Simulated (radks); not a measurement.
Problem. The antimony ion Sb30+, 21 electrons, occupied as [Ar] 3d3. Calculated with a radial shooting solver on a logarithmic mesh with Libxc functionals: Dirac Kohn-Sham, LDA (Slater exchange, Perdew-Wang correlation), spin-unpolarised, spherical densities, finite nucleus; open shells fill j = l - 1/2 first; Fermi nuclear charge, rms radius 4.6802 fm. Some entries of the table are withheld. Estimate them.

orbital,occ.,eigenvalue (eV),<r^2> (bohr^2)
1s1/2,2,(1),0.001096
2s1/2,2,(2),0.01744
2p1/2,2,(3),0.01292
2p3/2,4,(4),0.01417
3s1/2,2,-2079.586,0.1084
3p1/2,2,-1970.777,0.1009
3p3/2,4,-1914.258,0.1069
3d3/2,3,(5),0.08378
3d5/2,0,(6),0.08537
4s1/2,0,-1030.608,0.4079
4p1/2,0,(7),0.4056
4p3/2,0,(8),0.4224

Solution. 
(1) 1s1/2 eigenvalue (eV): -31646.15
(2) 2s1/2 eigenvalue (eV): -5972.970
(3) 2p1/2 eigenvalue (eV): -5688.874
(4) 2p3/2 eigenvalue (eV): -5434.662
(5) 3d3/2 eigenvalue (eV): -1739.406
(6) 3d5/2 eigenvalue (eV): -1726.629
(7) 4p1/2 eigenvalue (eV): -985.6238
(8) 4p3/2 eigenvalue (eV): -965.9624
